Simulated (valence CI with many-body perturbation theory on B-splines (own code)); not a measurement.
## E1 transitions of S II

Level of theory: relativistic CI+MBPT: five valence electrons over a frozen Dirac-Fock core [Ne], radial functions for each j: 9 s, 9 p, 8 d, 6 f, 3 g, 1 h, with the one-electron correlation potential Σ1, the two-electron term Σ2, the three-electron term Σ3, Breit, model QED; selected CI, second order for the rest, scaled by the run's own slope (own B-spline code, finite nucleus).

Against 50 measured levels this calculation errs by 81 cm⁻¹ on average and by 269 at most. Among the levels kept, up to 1700 cm⁻¹ of a level comes from second order outside the variational space, and about a tenth of that is noise between levels of different J, which matters for small intervals.

Lines 101 to 150 of 236 in falling wavelength, among levels below 136837 cm⁻¹, chosen from the strongest by gf and those to the six lowest levels. Wavelengths and rates use the calculated energies, so an error of 80 cm⁻¹ moves a line at 2045 Å by 0.16 % and its rate by three times that or more. Electric multipoles are in the length gauge, E1 and E2 with the static RPA response of the core. Weak lines are less certain than strong ones. Lines between different terms over intervals too small for the method are left out, as are lines whose strength nearly cancels and 4 of this kind that miss the measured wavelength by over 7 %. The highest levels of a list are the least certain.

Names give the largest LS component (configuration and term), which can be under half, so a name can repeat, a term be missing and a line seem to break the LS rules; names also repeat where a configuration has a term twice.

```tsv
λ vac (Å)	λ from measured levels	Upper	Lower	A (s⁻¹)	S (a.u.)
2045	2048	3s2 3p2 4p 4D°_5/2	3s 3p4 4P_5/2	3.10e+05	7.85e-03
2030	2032	3s2 3p2 4p 4D°_7/2	3s 3p4 4P_5/2	7.04e+04	2.32e-03
2005	2007	3s2 3p2 4p 4P°_1/2	3s 3p4 4P_1/2	4.60e+06	3.65e-02
2001	2004	3s2 3p2 4p 4P°_3/2	3s 3p4 4P_1/2	6.08e+06	9.62e-02
1997	1999	3s2 3p2 4p 4P°_1/2	3s 3p4 4P_3/2	2.29e+07	1.80e-01
1982	1985	3s2 3p2 4p 4P°_5/2	3s 3p4 4P_3/2	7.92e+06	1.83e-01
1979	1982	3s2 3p2 4p 4P°_3/2	3s 3p4 4P_5/2	2.27e+07	3.48e-01
1968	1971	3s2 3p2 4p 4P°_5/2	3s 3p4 4P_5/2	1.82e+07	4.11e-01
1957	1958	3s2 3p2 4p 4S°_3/2	3s 3p4 4P_1/2	1.78e+07	2.63e-01
1950	1950	3s2 3p2 4p 4S°_3/2	3s 3p4 4P_3/2	2.81e+07	4.11e-01
1948	1951	3s2 3p2 4p 2D°_3/2	3s 3p4 4P_5/2	7.29e+05	1.06e-02
1936	1937	3s2 3p2 4p 4S°_3/2	3s 3p4 4P_5/2	2.63e+07	3.76e-01
1928	1931	3s2 3p2 4p 2D°_5/2	3s 3p4 4P_5/2	9.04e+05	1.92e-02
1849	1852	3s2 3p2 4p 2P°_3/2	3s 3p4 4P_5/2	7.35e+04	9.16e-04
1834	1824	3s 3p4 4P_5/2	3s2 3p3 2P°_3/2	3.85e+03	7.04e-05
1822	1812	3s 3p4 4P_3/2	3s2 3p3 2P°_3/2	3.61e+03	4.32e-05
1820	1811	3s 3p4 4P_3/2	3s2 3p3 2P°_1/2	6.73e+00	8.01e-08
1815	1805	3s 3p4 4P_1/2	3s2 3p3 2P°_3/2	4.14e+03	2.44e-05
1814	1804	3s 3p4 4P_1/2	3s2 3p3 2P°_1/2	7.05e+03	4.16e-05
1556	1550	3s 3p4 4P_5/2	3s2 3p3 2D°_5/2	1.62e+04	1.81e-04
1555	1549	3s 3p4 4P_5/2	3s2 3p3 2D°_3/2	1.74e+03	1.94e-05
1547	1541	3s 3p4 4P_3/2	3s2 3p3 2D°_5/2	7.40e+03	5.41e-05
1546	1541	3s 3p4 4P_3/2	3s2 3p3 2D°_3/2	6.38e+03	4.66e-05
1542	1536	3s 3p4 4P_1/2	3s2 3p3 2D°_3/2	4.20e+03	1.52e-05
1368	1364	3s 3p4 2D_3/2	3s2 3p3 2P°_3/2	7.08e+04	3.57e-04
1367	1363	3s 3p4 2D_5/2	3s2 3p3 2P°_3/2	2.63e+06	1.99e-02
1367	1363	3s 3p4 2D_3/2	3s2 3p3 2P°_1/2	2.07e+06	1.04e-02
1261	1260	3s 3p4 4P_5/2	3s2 3p3 4S°_3/2	4.68e+07	2.78e-01
1255	1254	3s 3p4 4P_3/2	3s2 3p3 4S°_3/2	4.71e+07	1.84e-01
1252	1251	3s 3p4 4P_1/2	3s2 3p3 4S°_3/2	4.71e+07	9.12e-02
1237	1234	3s2 3p2 3d 2P_3/2	3s2 3p3 2P°_3/2	7.94e+06	2.97e-02
1236	1233	3s2 3p2 3d 2P_3/2	3s2 3p3 2P°_1/2	1.37e+06	5.09e-03
1230	1227	3s2 3p2 3d 2P_1/2	3s2 3p3 2P°_3/2	2.67e+06	4.91e-03
1230	1227	3s2 3p2 3d 2P_1/2	3s2 3p3 2P°_1/2	6.06e+06	1.11e-02
1207	1205	3s 3p4 2D_3/2	3s2 3p3 2D°_5/2	3.99e+06	1.38e-02
1206	1204	3s 3p4 2D_3/2	3s2 3p3 2D°_3/2	5.14e+07	1.78e-01
1206	1204	3s 3p4 2D_5/2	3s2 3p3 2D°_5/2	4.96e+07	2.57e-01
1206	1204	3s 3p4 2D_5/2	3s2 3p3 2D°_3/2	3.31e+06	1.72e-02
1180	1177	3s2 3p2 4s 4P_1/2	3s2 3p3 2P°_3/2	4.35e+05	7.05e-04
1179	1176	3s2 3p2 4s 4P_1/2	3s2 3p3 2P°_1/2	7.37e+04	1.19e-04
1176	1173	3s2 3p2 4s 4P_3/2	3s2 3p3 2P°_3/2	5.53e+05	1.77e-03
1175	1172	3s2 3p2 4s 4P_3/2	3s2 3p3 2P°_1/2	1.17e+05	3.73e-04
1170	1168	3s2 3p2 3d 4F_3/2	3s2 3p3 2P°_3/2	4.78e+03	1.51e-05
1170	1167	3s2 3p2 4s 4P_5/2	3s2 3p3 2P°_3/2	1.95e+02	9.24e-07
1170	1168	3s2 3p2 3d 4F_3/2	3s2 3p3 2P°_1/2	4.45e+04	1.40e-04
1168	1166	3s2 3p2 3d 4F_5/2	3s2 3p3 2P°_3/2	2.28e+04	1.08e-04
1134	1132	3s2 3p2 4s 2P_1/2	3s2 3p3 2P°_3/2	1.37e+08	1.98e-01
1134	1131	3s2 3p2 4s 2P_1/2	3s2 3p3 2P°_1/2	3.29e+08	4.73e-01
1128	1125	3s2 3p2 4s 2P_3/2	3s2 3p3 2P°_3/2	4.41e+08	1.25e+00
1127	1124	3s2 3p2 4s 2P_3/2	3s2 3p3 2P°_1/2	9.52e+07	2.69e-01
```
